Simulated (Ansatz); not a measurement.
Consider the formal exchange of groups at a C–C bond: `C[CH2][GeH3]` + `FCS[SiH3]` → `CC(F)S[SiH3]` + `[CH3][GeH3]`.

Gas-phase electronic energies from Ansatz, PBE0-D4/def2-TZVP geometries. CCSD(T)/CBS is the MP2 limit (def2-TZVPP, def2-QZVPP) plus CCSD(T) − MP2 in def2-TZVPP, frozen cores. DFT in def2-TZVPP. B3LYP here is the variant with VWN-RPA as its local correlation; programs differ in this. For Ge outer-core shells are correlated without core-valence functions, which leaves a few kJ/mol of doubt a bond. Scalar relativity is left out up to krypton. One conformer a species, not always the lowest.

`C[CH2][GeH3]`:

Z-matrix (Å, degrees):
```
C
C 1 1.522
H 1 1.094 2 111.5
H 1 1.093 2 111.5 3 -120.0
H 1 1.093 2 111.5 3 120.0
Ge 2 1.960 1 113.0 3 180.0
H 2 1.093 1 110.8 3 -59.1
H 2 1.093 1 110.8 3 59.0
H 6 1.541 2 110.0 1 -59.6
H 6 1.541 2 110.0 1 59.6
H 6 1.540 2 111.1 1 -180.0
```

`FCS[SiH3]`:

Z-matrix (Å, degrees):
```
C
S 1 1.802
F 1 1.373 2 112.7
H 1 1.092 2 106.5 3 118.9
H 1 1.092 2 110.6 3 -121.1
Si 2 2.139 1 99.5 3 71.8
H 6 1.483 2 112.5 1 -73.7
H 6 1.487 2 108.8 1 47.4
H 6 1.483 2 105.6 1 166.5
```

`CC(F)S[SiH3]`:

```xyz
12

C    -1.497    0.520   -0.385
C    -0.409   -0.198   -1.135
F    -0.467   -1.545   -0.835
S     1.268    0.450   -0.837
Si    1.647   -0.211    1.161
H    -1.348    0.441    0.692
H    -2.465    0.082   -0.639
H    -1.503    1.576   -0.658
H    -0.542   -0.102   -2.216
H     1.740   -1.687    1.252
H     0.618    0.272    2.118
H     2.958    0.404    1.482
```

`[CH3][GeH3]`:

```xyz
8

C    -0.720   -0.555   -0.497
Ge    0.637    0.491    0.440
H    -0.890   -0.147   -1.494
H    -0.398   -1.592   -0.595
H    -1.661   -0.533    0.053
H     1.966    0.466   -0.337
H     0.883   -0.085    1.846
H     0.183    1.954    0.584
```

| level | ΔE (kcal/mol) | difference from CCSD(T)/CBS |
| --- | --- | --- |
| r2SCAN-D4 | -6.8 | -0.8 |
| PBE0-D4 | -6.0 | 0.0 |
| ωB97X-V | -6.3 | -0.3 |
| ωB97M-V | -6.5 | -0.5 |
| B3LYP | -5.4 | 0.6 |
| MP2/def2-TZVPP | -6.2 | -0.2 |
| SCS-MP2/def2-TZVPP | -5.8 | 0.2 |
| HF/def2-QZVPP | -5.4 | 0.6 |
| SCS-MP2/def2-QZVPP | -5.8 | 0.2 |
| CCSD/CBS(def2) | -5.7 | 0.3 |
| CCSD(T)/CBS | -6.0 | 0 |

Largest T1 diagnostic among the species: 0.012.

In def2-TZVPP, CCSD(T) changes the Hartree–Fock value by −0.7 kcal/mol (the triples alone add −0.3 kcal/mol) and MP2 by −0.8 kcal/mol.
